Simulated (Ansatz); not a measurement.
Reaction (atomization): `[CH3][InH][C]#CS` → 3 C• + 5 H• + In• + S•

Gas-phase electronic energies from Ansatz, PBE0-D4/def2-TZVP geometries. CCSD(T)/CBS is the MP2 limit (def2-TZVPP, def2-QZVPP) plus CCSD(T) − MP2 in def2-TZVPP, frozen cores. This one scheme is used for every species, atoms too. For atomizations the MP2-based limit and the directly extrapolated one differ by several kJ/mol either way, and by 10 to 25 for some Ge, Se and Sn compounds, so smaller differences from it don't rank the levels. Functionals use def2-TZVPP. B3LYP here is the variant with VWN-RPA as its local correlation; programs differ in this. No spin–orbit coupling; open shells (•) take unrestricted orbitals. Spin–orbit coupling would lower the free atoms: a little for C, S; strongly for In. def2 core potentials past Kr. For In outer-core shells are correlated without core-valence functions, so the limit isn't a true one: a few kJ/mol of doubt a bond, and 10 to 20 or more in all where bonds break to atoms. Each species was taken in one conformer, which may not be the lowest.

| level | ΔE (eV) | difference from CCSD(T)/CBS |
| --- | --- | --- |
| LDA (SPW92) | 41.85 | 5.58 |
| revPBE-D4 | 36.14 | -0.13 |
| B3LYP-D4 | 36.03 | -0.24 |
| ωB97X-V | 36.34 | 0.07 |
| ωB97M-V | 36.40 | 0.13 |
| B2PLYP | 35.79 | -0.48 |
| BLYP | 35.56 | -0.71 |
| PBE0 | 36.25 | -0.02 |
| r2SCANh | 36.08 | -0.19 |
| r2SCAN0 | 35.70 | -0.57 |
| BHLYP | 34.63 | -1.64 |
| HF/def2-SVP | 25.79 | -10.48 |
| MP2/def2-SVP | 34.77 | -1.50 |
| HF/def2-TZVPP | 25.72 | -10.55 |
| MP2/def2-QZVPP | 36.58 | 0.31 |
| CCSD/CBS(def2) | 35.54 | -0.73 |
| CCSD(T)/CBS | 36.27 | 0 |

Largest T1 diagnostic among the species: 0.015.

From r2SCAN to r2SCAN0 (25 % exact exchange), in def2-TZVPP and without D4, ΔE moves by −0.65 eV: exact exchange takes away binding that semilocal exchange gives to molecules. In def2-TZVPP, CCSD(T) changes the Hartree–Fock value by +9.66 eV (the triples alone add +0.74 eV) and MP2 by +10.33 eV; breaking electron pairs costs correlation energy, which Hartree–Fock lacks.
